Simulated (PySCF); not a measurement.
# Correlation energy of Cl⁺ (chlorine, charge +1)

Starting occupation: [Ne] 3s1 3p4 4s1, 3s1/2 with m_j = +1/2, 3p1/2 with m_j = +1/2, 3p3/2 with m_j = -1/2, +1/2, +3/2, 4s1/2 with m_j = +1/2. Calculation: PySCF 2.14, in x2c-TZVPall-2c with one added diffuse shell each of s, p type (6s7p2d1f, 44 functions); X2C-1e with screened-nucleus spin-orbit coupling, Gaussian nucleus. Frozen: [Ne]; 6 electrons correlated; the 6 highest virtual spinors left out.

MP2 pair energies summed by pair of shells (mhartree):

```
 pair  energy  share (%)
3p-3p  -86.04       72.9
3p-4s  -20.90       17.7
3p-3s  -10.88        9.2
3s-4s   -0.25        0.2
```

Total MP2 correlation energy: -118.07 mhartree.

The GHF reference relaxed away from the jj start to a determinant that is no pure jj level (⟨S²⟩ = 6.00, ⟨J²⟩ = 12.01); the energies belong to that determinant.
